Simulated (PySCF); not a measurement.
Job file and geometry (Å, from GFN2-xTB) of a spin–spin coupling run on SMILES CCCBr, C$_{3}$H$_{7}$Br, B3LYP/pcJ-1 Br:pcSseg-1 indirect spin-spin coupling, non-relativistic, gas phase in PySCF 2.14.0, density-fitted response routines; density fitting, a coarse starting grid and PySCF grid level 2 are the driver's defaults:

```
{"job": {"kind": "j", "xc": "B3LYP", "basis": "pcJ-1"}, "charge": 0, "multiplicity": 1}
C     -0.968401     0.612255     0.309777
C     -0.294766    -0.590688    -0.337234
C      1.022588    -0.230342    -0.998507
Br     2.364594     0.320626     0.314979
H     -0.334801     1.031115     1.088634
H     -1.163712     1.386301    -0.430027
H     -1.913484     0.319433     0.759508
H     -0.125747    -1.367232     0.412424
H     -0.947300    -1.007961    -1.109767
H      1.454924    -1.080583    -1.524538
H      0.911530     0.609745    -1.683162
```

Task: Write the output of this run.

Result: 
```
coarse grid: 40176 points
cycle   1  E = -2692.4302025598  dE = -1.075e+00  |g| = 7.769e-01  |ddm| = 2.501e+00
cycle   2  E = -2692.4262962003  dE =  3.906e-03  |g| = 5.149e-01  |ddm| = 5.718e-01
cycle   3  E = -2692.4619126415  dE = -3.562e-02  |g| = 1.626e-01  |ddm| = 4.116e-01
cycle   4  E = -2692.4680583929  dE = -6.146e-03  |g| = 3.045e-02  |ddm| = 1.536e-01
cycle   5  E = -2692.4682522188  dE = -1.938e-04  |g| = 1.200e-02  |ddm| = 3.565e-02
cycle   6  E = -2692.4682882880  dE = -3.607e-05  |g| = 1.392e-03  |ddm| = 9.781e-03
cycle   7  E = -2692.4682885915  dE = -3.035e-07  |g| = 4.475e-04  |ddm| = 1.488e-03
final grid: 84304 points
cycle   8  E = -2692.4681737613  dE = -2.927e-08  |g| = 5.327e-04  |ddm| = 1.509e-03
cycle   9  E = -2692.4681737434  dE =  1.791e-08  |g| = 6.427e-04  |ddm| = 1.003e-03
cycle  10  E = -2692.4681738063  dE = -6.287e-08  |g| = 5.477e-05  |ddm| = 5.072e-04
cycle  11  E = -2692.4681738070  dE = -7.290e-10  |g| = 9.988e-06  |ddm| = 4.941e-05
converged SCF energy = -2692.4681738070

Indirect spin-spin couplings (Hz)
  i      j    bonds     total        FC       PSO       DSO        SD
  0 C    1 C    1     35.534    35.644    -0.312     0.202         -
  0 C    2 C    2     -1.429    -1.251    -0.225     0.047         -
  0 C    4 H    1    135.699   133.870     1.055     0.774         -
  0 C    5 H    1    131.283   129.332     1.244     0.707         -
  0 C    6 H    1    131.293   129.374     1.266     0.653         -
  0 C    7 H    2     -2.990    -3.096     0.224    -0.118         -
  0 C    8 H    2     -3.411    -3.446     0.202    -0.167         -
  0 C    9 H    3      9.118     9.114     0.408    -0.403         -
  0 C   10 H    3      4.095     3.971    -0.002     0.126         -
  1 C    2 C    1     35.615    36.475    -1.137     0.277         -
  1 C    4 H    2     -4.320    -4.492     0.213    -0.041         -
  1 C    5 H    2     -3.735    -3.819     0.192    -0.108         -
  1 C    6 H    2     -2.580    -2.656     0.208    -0.132         -
  1 C    7 H    1    137.438   135.671     0.783     0.984         -
  1 C    8 H    1    131.219   129.330     0.978     0.911         -
  1 C    9 H    2     -1.537    -1.572     0.058    -0.023         -
  1 C   10 H    2     -1.919    -2.007     0.099    -0.010         -
  2 C    4 H    3      4.089     3.985    -0.045     0.148         -
  2 C    5 H    3      3.371     3.312    -0.111     0.170         -
  2 C    6 H    3     14.284    14.237     0.382    -0.335         -
  2 C    7 H    2     -6.466    -6.514    -0.051     0.100         -
  2 C    8 H    2      4.255     4.036     0.147     0.073         -
  2 C    9 H    1    156.955   155.719     0.055     1.181         -
  2 C   10 H    1    156.914   155.705    -0.000     1.210         -
  4 H    5 H    2    -12.817   -13.294     2.682    -2.205         -
  4 H    6 H    2    -13.944   -14.341     2.770    -2.373         -
  4 H    7 H    3      4.330     4.025     0.361    -0.055         -
  4 H    8 H    3     15.061    14.924     2.781    -2.644         -
  4 H    9 H    4     -0.684    -0.552     1.571    -1.703         -
  5 H    6 H    2    -13.395   -13.657     2.847    -2.585         -
  5 H    7 H    3     15.219    15.091     2.794    -2.666         -
  5 H    8 H    3      4.295     4.231     0.456    -0.392         -
  5 H   10 H    4      0.171    -0.284    -1.307     1.762         -
  6 H    7 H    3      3.909     3.779     0.397    -0.268         -
  6 H    8 H    3      3.753     3.733     0.455    -0.435         -
  6 H    9 H    4      2.165     2.104     1.688    -1.627         -
  7 H    8 H    2    -14.468   -14.918     2.411    -1.961         -
  7 H    9 H    3      3.636     3.225     0.416    -0.005         -
  7 H   10 H    3     14.403    14.213     2.700    -2.510         -
  8 H    9 H    3      4.006     3.663     0.205     0.138         -
  8 H   10 H    3      2.290     1.965     0.577    -0.252         -
  9 H   10 H    2     -9.844   -10.872     2.578    -1.550         -
```

Size and cost of the density-fitted run: 192 basis functions, 23 s wall time on 1 thread of an Arm Neoverse V1, shared host.
